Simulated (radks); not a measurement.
Spin polarisation of the 4f12 shell in the erbium ion Er+. Start: [Xe] 4f(up 6, down 6) 6s(up 0.5, down 0.5); electrons of 4f are moved from spin down to spin up, other shells keep equal spins. All-electron calculation, scalar-relativistic Kohn-Sham, PBEsol, spin-polarised, spherical densities, finite nucleus; Fermi nuclear charge, rms radius of each element as measured or else 0.836 A^(1/3) + 0.57 fm. Program: a radial shooting solver on a logarithmic mesh with Libxc functionals.

moment (Bohr magnetons) = 0: E - E(0) (eV) 0.000; e(4f up) (eV) -9.778; e(4f down) (eV) -9.778; 6s down minus up (eV) 0.000; 5p down minus up (eV) 0.000; 5s down minus up (eV) 0.000
moment (Bohr magnetons) = 0.5: E - E(0) (eV) -0.047; e(4f up) (eV) -9.962; e(4f down) (eV) -9.588; 6s down minus up (eV) 0.017; 5p down minus up (eV) 0.149; 5s down minus up (eV) 0.210
moment (Bohr magnetons) = 1: E - E(0) (eV) -0.187; e(4f up) (eV) -10.140; e(4f down) (eV) -9.393; 6s down minus up (eV) 0.033; 5p down minus up (eV) 0.298; 5s down minus up (eV) 0.420
moment (Bohr magnetons) = 1.5: E - E(0) (eV) -0.421; e(4f up) (eV) -10.312; e(4f down) (eV) -9.191; 6s down minus up (eV) 0.050; 5p down minus up (eV) 0.447; 5s down minus up (eV) 0.630
moment (Bohr magnetons) = 2: E - E(0) (eV) -0.748; e(4f up) (eV) -10.478; e(4f down) (eV) -8.983; 6s down minus up (eV) 0.067; 5p down minus up (eV) 0.596; 5s down minus up (eV) 0.840

At moment 2 the spin-polarisation energy is -0.748 eV and the 4f exchange splitting 1.494 eV, that is 0.747 eV per Bohr magneton; E = -I m^2/4 would give I = 0.748 eV.
